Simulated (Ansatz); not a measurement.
Cost and result for the atomization energy of C$_{2}$H$_{8}$AlFSi (13 atoms, 12 bonds).

```xyz
13

F    -0.5525    1.8593    1.2199
C     0.2468    0.5304    0.6159
Al   -1.0982    0.2522    2.0180
C     0.0317    0.4874   -0.8340
Si    0.8083   -1.1155   -1.4876
H     1.2645    0.7992    0.8976
H    -0.6354    0.1761    3.5297
H    -2.5502   -0.1464    1.5209
H     0.4867    1.3216   -1.3805
H    -1.0300    0.4238   -1.0933
H     0.6727   -1.1179   -2.9656
H     0.1077   -2.2921   -0.9159
H     2.2478   -1.1779   -1.1250
```

Charge 0, multiplicity 1. The bonds changed during the relaxation, so this is another structure than the one it started from. The geometry is a stationary point of PBE0-D4/def2-TZVP. It is one conformer, not always the lowest. Program: Ansatz. All runs use 4 threads of an Arm Neoverse V1 on a shared host. Times are those of one run each, without the atoms' runs, and a repeat can differ threefold. Electronic energies, without spin–orbit coupling; frozen cores. CCSD(T)/CBS adds CCSD(T) − MP2 in def2-TZVPP to the MP2 limit, and its time is that of the two runs behind it. T1 = 0.014. B3LYP takes the VWN-RPA correlation (the form of Gaussian; ORCA's B3LYP/G).

CCSD(T)/CBS is a level of theory with its own doubt, some kJ/mol a heavy atom from the limit and from the frozen cores, so smaller differences don't rank the functionals.

| level | functions | wall time |
| --- | --- | --- |
| PBE-D4/def2-TZVPP (with forces) | 289 | 3.3 s |
| PBE0-D4/def2-TZVPP | 289 | 3.9 s |
| r2SCAN-D4/def2-TZVPP (with forces) | 289 | 6.5 s |
| B3LYP-D4/def2-TZVPP (with forces) | 289 | 7 s |
| B2PLYP/def2-TZVPP | 289 | 7.5 s |
| ωB97X-V/def2-TZVPP | 289 | 11 s |
| ωB97M-V/def2-TZVPP (with forces) | 289 | 16 s |
| MP2/def2-QZVPP | 551 | 32 s |
| CCSD(T)/def2-TZVPP | 289 | 4.1 min |
| CCSD(T)/CBS(def2) | – | 4.6 min |

Question: What atomization energy does each give, and how far from CCSD(T)/CBS? (Best estimate.)

Answer: The calculation gave: 
```json
{"level": "PBE-D4/def2-TZVPP (with forces)", "atomization (kJ/mol)": "4326.9", "difference from CCSD(T)/CBS": "19.2", "per bond": "1.6"}
{"level": "PBE0-D4/def2-TZVPP", "atomization (kJ/mol)": "4275.4", "difference from CCSD(T)/CBS": "-32.3", "per bond": "-2.7"}
{"level": "r2SCAN-D4/def2-TZVPP (with forces)", "atomization (kJ/mol)": "4317.5", "difference from CCSD(T)/CBS": "9.8", "per bond": "0.8"}
{"level": "B3LYP-D4/def2-TZVPP (with forces)", "atomization (kJ/mol)": "4299.2", "difference from CCSD(T)/CBS": "-8.5", "per bond": "-0.7"}
{"level": "B2PLYP/def2-TZVPP", "atomization (kJ/mol)": "4249.1", "difference from CCSD(T)/CBS": "-58.6", "per bond": "-4.9"}
{"level": "ωB97X-V/def2-TZVPP", "atomization (kJ/mol)": "4325.3", "difference from CCSD(T)/CBS": "17.6", "per bond": "1.5"}
{"level": "ωB97M-V/def2-TZVPP (with forces)", "atomization (kJ/mol)": "4315.2", "difference from CCSD(T)/CBS": "7.5", "per bond": "0.6"}
{"level": "MP2/def2-QZVPP", "atomization (kJ/mol)": "4289.8", "difference from CCSD(T)/CBS": "-17.9", "per bond": "-1.5"}
{"level": "CCSD(T)/def2-TZVPP", "atomization (kJ/mol)": "4201.8", "difference from CCSD(T)/CBS": "-105.9", "per bond": "-8.8"}
{"level": "CCSD(T)/CBS(def2)", "atomization (kJ/mol)": "4307.7", "difference from CCSD(T)/CBS": "0.0", "per bond": "0.0"}
```

From PBE to PBE0 (25 % exact exchange), in def2-TZVPP and without D4, the atomization energy moves by −47.5 kJ/mol: exact exchange takes away binding that semilocal exchange gives to molecules. The D4 term adds +42.8 kJ/mol with B3LYP and +22.6 kJ/mol with PBE0; it sums over pairs of atoms, weighted by their polarisabilities, and B3LYP, whose exchange is more repulsive, gets the larger term. In def2-TZVPP, CCSD(T) changes the Hartree–Fock value by +981.6 kJ/mol (the triples alone add +52.5 kJ/mol) and MP2 by +1006.1 kJ/mol; breaking electron pairs costs correlation energy, which Hartree–Fock lacks.
